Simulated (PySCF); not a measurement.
Vertical excitations of a molecule C2H4FNOSi from TDDFT-PBE/def2-SVPD in PySCF 2.14.0, as energy in eV (oscillator strength): 6.50 (0.001), 6.61 (0.069), 6.66 (0.003), 6.75 (0.015), 6.77 (0.007), 7.19 (0.061), 7.33 (0.001), 7.38 (0.010), 7.49 (0.002), 7.53 (0.003). Lowest triplet (TDA): 6.10 eV. Geometry optimised at B3LYP-D3(BJ)/def2-SVP. Other conformers were not sampled.

### Question
Which structure fits?
A. CC1=N[Si@H](F)O1
B. F[SiH2][C@H]1N=CO1
C. N[Si@H]1OC=C1F
D. O=C=N[SiH2]CF

### Answer
D, O=C=N[SiH2]CF
